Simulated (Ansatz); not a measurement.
Basis-set series for CH₅ClOSi (`O[SiH2]CCl`). The species carries charge 0 and has multiplicity 1. The structure was optimised at the PBE0-D4/def2-TZVP level. It is one conformer, not always the lowest.

```xyz
9

O     0.348   -1.071   -1.468
Si   -0.153   -0.844    0.078
C     0.226    0.913    0.636
Cl   -0.555    2.032   -0.528
H     0.023   -0.440   -2.115
H     0.605   -1.810    0.909
H    -1.616   -1.053    0.234
H     1.294    1.134    0.628
H    -0.172    1.139    1.625
```

| functional | basis | functions | energy (Eh) | HOMO (eV) | LUMO (eV) |
| --- | --- | --- | --- | --- | --- |
| PBE0-D4 | def2-SVP | 89 | -865.34391 | -8.03 | 0.51 |
| PBE0-D4 | def2-TZVPP | 216 | -865.75359 | -8.17 | -0.02 |
| ωB97M-V | def2-SVP | 89 | -865.64726 | -10.25 | 2.59 |
| ωB97M-V | def2-TZVPP | 216 | -866.06072 | -10.43 | 1.79 |

**Question.** Give the rows for def2-QZVPP. (Estimate.)

**Answer.** Ansatz gave: 
```tsv
functional	basis	functions	energy (Eh)	HOMO (eV)	LUMO (eV)
PBE0-D4	def2-QZVPP	404	-865.78432	-8.21	-0.23
ωB97M-V	def2-QZVPP	404	-866.08989	-10.47	1.36
```

Positive LUMOs are unbound and depend on the basis.
